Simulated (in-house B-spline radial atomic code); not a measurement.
Configurations of neutral technetium, with energies counted from [Kr] 4d5 5s2. Method: Dirac-Hartree-Fock, average of configuration, Fermi nucleus of rms radius 4.41117 fm. Calculated with an all-electron radial atomic-structure program (B-spline basis). Energies include first-order Breit, QED and recoil terms.

Occupations are held fixed; configurations that lie above the ionisation limit could autoionise.

| configuration | E - E(ref) (eV) | highest orbital | its <r> (bohr) |
| --- | --- | --- | --- |
| [Kr] 4d4 4f1 5s2 | 9.3587 | 4f5/2 | 17.93 |
| [Kr] 4d4 5s2 9s1 | 9.7556 | 9s1/2 | 45.01 |
| [Ar] 3d10 4s2 4p5 4d5 5s2 5g1 | 52.529 | 5g9/2 | 27.5 |
| [Ar] 3d10 4s2 4p5 4d5 5s2 7g1 | 52.796 | 7g9/2 | 63.5 |

**Question.** Order these further configurations by energy, lowest first.
A. [Ar] 3d10 4s2 4p5 4d5 5s2 7s1
B. [Kr] 4d4 5s2 8p1
C. [Kr] 4d5 4f1 5s1
D. [Ar] 3d10 4s2 4p5 4d5 5s2 9s1
E. [Kr] 4d5 5s1 5f1

**Answer.** C (5.5409 eV), E (5.8472 eV), B (9.655 eV), A (51.928 eV), D (52.617 eV).
